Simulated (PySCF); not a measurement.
## Magnetisability and related constants of SMILES C(/C=C\C(CF)(F)F)Cl, C5H6ClF3

Method: GIAO wB97X-D/pcSseg-1 magnetisability, rotational g tensor and spin-rotation constants, non-relativistic, gas phase in PySCF 2.14.0. Geometry: GFN2-xTB.

Input:
```
{"job": {"kind": "mag", "xc": "wB97X-D", "basis": "pcSseg-1", "isotopologues": 0}, "charge": 0, "multiplicity": 1}
F     -2.284851    -0.991461     0.184237
C     -1.811532     0.285440     0.236733
C     -0.713221     0.487814    -0.823297
F     -1.282415     0.589762    -2.055917
F     -0.158582     1.719865    -0.604813
C      0.304276    -0.618130    -0.827798
C      1.314134    -0.766024     0.018570
C      1.664344     0.130111     1.153958
Cl     0.919251    -0.538322     2.655044
H     -2.647243     0.965644     0.043866
H     -1.390251     0.446574     1.233598
H      0.120916    -1.347353    -1.602586
H      1.935820    -1.644444    -0.082547
H      2.738958     0.145859     1.328957
H      1.285983     1.142654     1.040909
```
Coordinates are in Å.

Command: `OMP_NUM_THREADS=1 python excited_run.py task.json out`

Question: What does the run print?

Answer: Atoms count from 0.
```
coarse grid: 14032 points
cycle   1  E = -953.3841173374  dE =  1.381e+00  |g| = 9.376e-01  |ddm| = 3.350e+00
cycle   2  E = -953.3581020350  dE =  2.602e-02  |g| = 1.119e+00  |ddm| = 1.226e+00
cycle   3  E = -953.5471200309  dE = -1.890e-01  |g| = 6.052e-02  |ddm| = 6.315e-01
cycle   4  E = -953.5477524113  dE = -6.324e-04  |g| = 3.101e-02  |ddm| = 7.466e-02
cycle   5  E = -953.5479515688  dE = -1.992e-04  |g| = 8.746e-03  |ddm| = 3.222e-02
cycle   6  E = -953.5479700021  dE = -1.843e-05  |g| = 2.738e-03  |ddm| = 1.020e-02
cycle   7  E = -953.5479719451  dE = -1.943e-06  |g| = 6.527e-04  |ddm| = 3.331e-03
final grid: 134832 points
cycle   8  E = -953.6264974893  dE = -2.175e-04  |g| = 1.035e-02  |ddm| = 4.640e-02
cycle   9  E = -953.6264979714  dE = -4.821e-07  |g| = 1.101e-02  |ddm| = 1.498e-02
cycle  10  E = -953.6265154633  dE = -1.749e-05  |g| = 7.464e-04  |ddm| = 6.347e-03
cycle  11  E = -953.6265155673  dE = -1.040e-07  |g| = 4.252e-04  |ddm| = 1.186e-03
cycle  12  E = -953.6265156009  dE = -3.362e-08  |g| = 7.039e-05  |ddm| = 3.994e-04
cycle  13  E = -953.6265156021  dE = -1.204e-09  |g| = 3.624e-05  |ddm| = 1.185e-04
cycle  14  E = -953.6265156025  dE = -3.376e-10  |g| = 7.939e-06  |ddm| = 4.055e-05
converged SCF energy = -953.6265156025

Magnetisability tensor (1e-30 J/T^2)
    -1303.57     -103.88       48.10
     -103.88    -1325.80       59.30
       48.10       59.30    -1389.11
isotropic -1339.49   principal values   -1481.88  -1326.49  -1210.11
isotropic susceptibility -80.666 1e-6 cm^3/mol

Inertial axes            a          b          c
rot. const./GHz      2.0267     0.8663     0.7479
chi total           -78.752    -87.524    -75.722
chi diamagnetic    -661.952  -1360.896  -1546.619
chi paramagnetic    583.200   1273.372   1470.897
quadrupole/D A       -6.206     -0.793      6.999
g nuclear            0.5335     0.5112     0.5049
g electronic        -0.5553    -0.5183    -0.5168
g total             -0.0218    -0.0070    -0.0118

Spin-rotation constants (kHz, H = +C I.J)
atom  isotope        aa         bb         cc
  0    19F        0.516      0.135      0.143
  3    19F        1.652      1.102      0.727
  4    19F        1.302      0.982      0.844
  8   35Cl        0.404      0.098      0.205
  9     1H       -0.040     -0.076     -0.026
 10     1H        0.067     -0.081     -0.059
 11     1H       -0.122     -0.103      0.043
 12     1H       -0.146     -0.098      0.050
 13     1H       -0.049     -0.035     -0.074
 14     1H       -0.140     -0.088      0.016
  1    13C*       0.548      0.205      0.179
  2    13C*       0.597      0.268      0.227
  5    13C*       0.640      0.157      0.365
  6    13C*       0.665      0.129      0.381
  7    13C*       0.394      0.129      0.141
* in the singly substituted isotopologue
```

It took 82 s wall time on 1 thread of an Arm Neoverse N1, shared host, peak memory 0.9 GiB.
